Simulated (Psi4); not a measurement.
C2H3N3 (SMILES c1nc[nH]n1), singlet, at a GFN2-xTB geometry.

Psi4 was given this input:
```
memory 2 GB

molecule mol {
0 1
C     1.119237   -0.032724   -0.006975
N     0.422048    1.122490    0.014176
C    -0.824876    0.727488    0.015557
N    -0.876411   -0.618528   -0.004078
N     0.368888   -1.107154   -0.018536
H     2.188396   -0.069920   -0.013726
H    -1.685790    1.363166    0.029964
H    -1.670450   -1.239476   -0.008669
}

set {
  basis def2-sv(p)
  reference rks
}

energy('revpbe')
print_variables()
```

**Question.** Predict the dipole moment from REVPBE/def2-SV(P) run with Psi4.

**Answer.** 2.85 D

**Question.** What is the computed total energy (REVPBE/def2-SV(P))?

**Answer.** -242.0056 Eh

**Question.** Predict the number of basis functions from REVPBE/def2-SV(P).

**Answer.** 76

**Question.** Estimate the nuclear repulsion energy that REVPBE/def2-SV(P) returns for this input.

**Answer.** 166.7717 Eh
